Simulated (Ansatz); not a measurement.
# One reagent, a row of partners

Four-centre ligand exchange: BH₃ meets different reagents, and the same bond of it breaks. Each row is one chosen step, not always the lowest open to these reactants.

Gas-phase electronic energies, without zero-point energy, by CCSD(T) at an estimated basis limit (MP2 extrapolated from triple and quadruple zeta, plus CCSD(T) − MP2 in triple zeta); Ansatz 0.2.0, def2-TZVPP and QZVPP, frozen cores, on PBE0-D4/def2-TZVP structures. Extrapolation: Hartree–Fock as exp(−7.88 √X), correlation as X^−2.97. All energies, in kJ/mol, count from the separated reactants, without counterpoise correction; the start and end structures are the complexes reached by relaxing down from the saddle, and deeper ones may exist. Brackets give SMILES, or, where every atom is bracketed, only which atoms are joined. Steps whose reference was doubtful or whose search ended elsewhere are left out.

| reactants | products | broken | formed | start structure | saddle | end structure | saddle by PBE-D4/TZ |
| --- | --- | --- | --- | --- | --- | --- | --- |
| CH₄O ([CH3][OH]) + BH₃ | CH₅BO ([BH2][O][CH3]) + H₂ | B–H, H–O | B–O, H–H | -83.0 | 27.1 | -140.2 | -15.9 |
| SiH₄O ([OH][SiH3]) + BH₃ | BSiH₅O ([BH2][O][SiH3]) + H₂ | B–H, H–O | B–O, H–H | -60.5 | 36.0 | -128.3 | -5.5 |
| BH₃ + H₂O | BH₃O ([BH2][OH]) + H₂ | B–H, H–O | B–O, H–H | -60.5 | 41.9 | -128.2 | -6.8 |
| BH₃ + HBr | BH₂Br ([BH2][Br]) + H₂ | Br–H, B–H | B–Br, H–H | -18.3 | ? | -78.4 | -23.6 |

(1) What is the height of the saddle for BH₃ + HBr? (To be estimated.)

(2) How do the PBE-D4 saddles lie against the coupled-cluster estimate?

The T1 diagnostic stays at or below 0.014. The filled d shells of Br are correlated in sets not built for that, so values that involve them are less sure.

For scale, one of the runs: CCSD(T)/def2-TZVPP, 202 basis functions, launched by `ansatz run in.yaml --threads 2 --pin off --events-out ev --progress --plain --max-ram 4352MiB`. Hardware: 2 CPU threads of an Arm Neoverse V2, shared host. Wall time 45 s; peak host memory 2.5 GiB.

## Answers

(1) The calculation gives: 13.9 kJ/mol relative to the separated reactants, the lowest of the series; above its start structure the barrier is 13.9 − (-18.3) ≈ 32.1 kJ/mol.

(2) All lower, by 37.4 to 48.7 kJ/mol.
